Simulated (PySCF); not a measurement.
Predicted microwave data (PBE0-D3(BJ)/def2-SVP geometry optimisation, gas phase in PySCF) for one isomer of C6H8F4:

```
Rotational constants : A = 1489, B = 1056, C = 726.9 MHz
Dipole components    : |μa| = 1.21 D, |μb| = 1.96 D, |μc| = 0.10 D
Inertial defect      : -122.64 u·Å²
κ                    : -0.14
```

Question: Which candidate fits, each taken in the one conformer that was computed?
A. `[F:1][CH2:2][C@@H:3]1[CH2:4][CH2:5][C@@H:6]1[C:7]([F:8])([F:9])[F:10]` with F1–C2–C3–C4 -67°, C2–C3–C4–C5 -141°, C3–C4–C5–C6 16°, C4–C5–C6–C7 102°, C2–C3–C6–C5 140°
B. `[CH3:1]/[CH:2]=[C:3](/[CH2:4][F:5])[CH2:6][C:7]([F:8])([F:9])[F:10]` with C2–C3–C4–F5 128°, C2–C3–C6–C7 90°
C. `[F:1][CH2:2][C@@H:3]1[CH2:4][CH2:5][C@H:6]1[C:7]([F:8])([F:9])[F:10]` with F1–C2–C3–C4 51°, C2–C3–C4–C5 -139°, C3–C4–C5–C6 18°, C4–C5–C6–C7 -139°, C2–C3–C6–C5 140°

Answer: B. It is C/C=C(/CF)CC(F)(F)F, an asymmetric top, point group C1. The candidates at the same level (rigid rotor, commonest isotopes):

| SMILES | A (MHz) | B (MHz) | C (MHz) | μa (D) | μb (D) | μc (D) | Δ (u·Å²) | point group | rotor |
| --- | --- | --- | --- | --- | --- | --- | --- | --- | --- |
| C/C=C(/CF)CC(F)(F)F | 1489 | 1056 | 726.9 | 1.21 | 1.96 | 0.10 | -122.64 | C1 | asymmetric top |
| FC[C@@H]1CC[C@@H]1C(F)(F)F | 2069 | 991.5 | 798.6 | 0.27 | 1.48 | 1.18 | -121.21 | C1 | asymmetric top |
| FC[C@@H]1CC[C@H]1C(F)(F)F | 2025 | 940.0 | 794.5 | 1.35 | 1.06 | 1.04 | -151.09 | C1 | asymmetric top |

`FC[C@@H]1CC[C@H]1C(F)(F)F` has A 36 % too high; `FC[C@@H]1CC[C@@H]1C(F)(F)F` has A 39 % too high. No structure here is proved a minimum.
